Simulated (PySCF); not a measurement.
Running PySCF for Be2F⁺

The script input.py:

```python
from pyscf import gto, dft

mol = gto.M(
    atom='F 0 0 0; Be 1.5514 0 0; Be -1.5514 0 0',
    basis='jorge-dzp-dkh',
    charge=1,
    spin=2,
    verbose=4,
)
mf = dft.ROKS(mol, xc='scan')
mf = mf.sfx2c1e()
mf.kernel()
mf.analyze()
print('orbital energies (hartree):', mf.mo_energy[..., max(0, mol.nelec[1]-3):mol.nelec[0]+3].round(4))
```

```bash
$ OMP_NUM_THREADS=1 python input.py
```

The log (some set-up lines and the per-cycle HOMO/LUMO lines with their warnings removed):

```
PySCF version 2.14.0

[INPUT] Symbol           X                Y                Z      unit          X                Y                Z       unit  Magmom
[INPUT]  1 F      0.000000000000   0.000000000000   0.000000000000 AA    0.000000000000   0.000000000000   0.000000000000 Bohr   0.0
[INPUT]  2 Be     1.551400000000   0.000000000000   0.000000000000 AA    2.931721109650   0.000000000000   0.000000000000 Bohr   0.0
[INPUT]  3 Be    -1.551400000000   0.000000000000   0.000000000000 AA   -2.931721109650   0.000000000000   0.000000000000 Bohr   0.0

nuclear repulsion = 27.2877251989171
number of shells = 21
number of NR pGTOs = 87
number of NR cGTOs = 45
basis = jorge-dzp-dkh
ecp = {}

******** <class 'pyscf.x2c.sfx2c1e.sfX2C1eROKS'> ********
method = sfX2C1eROKS
initial guess = minao
damping factor = 0
level_shift factor = 0
DIIS = <class 'pyscf.scf.diis.CDIIS'>
SCF conv_tol = 1e-09
SCF max_cycles = 50
num. doubly occ = 7  num. singly occ = 2
XC functionals = scan

grids dens level: 3

******** <class 'pyscf.x2c.sfx2c1e.SpinFreeX2CHelper'> ********
approx = 1e
xuncontract = 1
tot grids = 41712
init E= -129.512702217834
cycle= 1 E= -129.045062405873  delta_E= 0.468  |g|= 0.459  |ddm|= 1.25
cycle= 2 E= -128.966276633276  delta_E= 0.0788  |g|= 0.863  |ddm|= 0.754
cycle= 3 E= -129.094484008913  delta_E= -0.128  |g|= 0.0262  |ddm|= 0.33
cycle= 4 E= -129.094633233452  delta_E= -0.000149  |g|= 0.00307  |ddm|= 0.0414
cycle= 5 E= -129.094635448398  delta_E= -2.21e-06  |g|= 0.000252  |ddm|= 0.00447
cycle= 6 E= -129.094635465777  delta_E= -1.74e-08  |g|= 1.87e-05  |ddm|= 0.000516
cycle= 7 E= -129.09463546612  delta_E= -3.43e-10  |g|= 3.06e-06  |ddm|= 0.000121
Extra cycle  E= -129.094635466126  delta_E= -6.68e-12  |g|= 4.19e-06  |ddm|= 2.11e-05
converged SCF energy = -129.094635466126
**** SCF Summaries ****
Total Energy =                        -129.094635466126192
Nuclear Repulsion Energy =              27.287725198917109
One-electron Energy =                 -227.509398112794742
Two-electron Energy =                   71.127037447751434
Two-electron Coulomb Energy =           87.054315769096192
DFT Exchange-Correlation Energy =      -15.927278321344765
**** MO energy ****
                Roothaan           | alpha              | beta
MO #1   energy= -24.8052665907809  | -24.8061794724952  | -24.8043537090671  occ= 2
MO #2   energy= -4.27459578532283  | -4.2807903950269   | -4.26840117551258  occ= 2
MO #3   energy= -4.27458111899541  | -4.28077523126245  | -4.26838700666112  occ= 2
MO #4   energy= -1.46065910729677  | -1.46173415067004  | -1.45958406400458  occ= 2
MO #5   energy= -0.807122948485784 | -0.809504760766806 | -0.804741139309783 occ= 2
MO #6   energy= -0.702428613151344 | -0.703792821792635 | -0.701064404509985 occ= 2
MO #7   energy= -0.702428613136884 | -0.703792821778256 | -0.701064404495471 occ= 2
MO #8   energy= -0.360866441644629 | -0.427662597369699 | -0.294070209561239 occ= 1
MO #9   energy= -0.34017068816997  | -0.412330287939183 | -0.26801121493988  occ= 1
MO #10  energy= -0.242102175178889 | -0.282259054630528 | -0.201945295727228 occ= 0
MO #11  energy= -0.242102175171703 | -0.282259054623216 | -0.201945295720169 occ= 0
MO #12  energy= -0.231890448085194 | -0.267003862682323 | -0.196777033488028 occ= 0
[33 lines left out]
 ** Mulliken pop on meta-lowdin orthogonal AOs  **
 ** Mulliken pop  **
pop of  0 F 1s            1.99998
pop of  0 F 2s            1.93085
pop of  0 F 3s            0.01167
pop of  0 F 4s            0.00056
pop of  0 F 2px           1.90682
pop of  0 F 2py           1.97693
pop of  0 F 2pz           1.97693
pop of  0 F 3px           0.02520
pop of  0 F 3py           0.00180
pop of  0 F 3pz           0.00180
pop of  0 F 3dxy         -0.00000
pop of  0 F 3dyz          0.00000
[33 lines left out]
 ** Mulliken atomic charges  **
charge of    0F =     -0.83297
charge of    1Be =      0.91648
charge of    2Be =      0.91648
Dipole moment(X, Y, Z, Debye): -0.00000,  0.00000,  0.00000
orbital energies (hartree): [-0.8071 -0.7024 -0.7024 -0.3609 -0.3402 -0.2421 -0.2421 -0.2319]
```

In short: E(SCF) = -129.094635 Eh, 7 cycles.

Run time: 6.1 s on 1 thread of Arm Neoverse N1 (shared host).

The dipole of an ion depends on the origin. No search for the lowest solution was made.
